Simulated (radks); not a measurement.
Values are calculated unless marked as measured or tabulated.
Question: Excited configurations of S I: one electron is placed in a higher orbital outside [Ne] 3s2 3p3. The ground configuration is [Ne] 3s2 3p4. Code: a radial shooting solver on a logarithmic mesh with Libxc functionals. Model: Dirac Kohn-Sham, PBEsol, spin-unpolarised, spherical densities, finite nucleus; open shells fill j = l - 1/2 first; Fermi nuclear charge, rms radius 3.2611 fm. Excitation = E - E(ground); binding = E(ion) - E, where the ion is the core of charge +1; n* = 1/sqrt(2 binding) in atomic units, and the quantum defect is n - n*.

| outer orbital | excitation (eV) | binding (eV) | n* | quantum defect | eigenvalue (eV) | <r> (bohr) |
|---|---|---|---|---|---|---|
| 3d3/2 | 9.775 | 1.915 | 2.665 | 0.335 | -0.608 | 7.751 |
| 4p1/2 | 9.234 | 2.456 | 2.354 | 1.646 | -1.286 | 7.699 |
| 6s1/2 | 10.693 | 0.997 | 3.693 | 2.307 | -0.632 | 21.97 |
| 6p1/2 | 10.871 | 0.819 | 4.075 | 1.925 | -0.514 | 26.14 |
| 7f5/2 | 11.354 | 0.336 | 6.360 | 0.640 | -0.222 | 62.86 |

Estimate the row for 7s1/2.

Answer: excitation (eV) 11.037; binding (eV) 0.653; n* 4.564; quantum defect 2.436; eigenvalue (eV) -0.429; <r> (bohr) 34.12. The Delta-SCF ionisation energy is 11.690 eV (NIST Atomic Spectra Database: 10.360 eV, measured). Self-interaction in the functional shifts the binding energies and quantum defects, so they are the method's values and not measured ones. Spin polarisation and multiplet splitting are left out, so open shells lie too high by an amount that depends on their filling.

Beside tabulated values, note that spin-unpolarised runs miss the spin-polarisation part of the exchange energy of open shells.
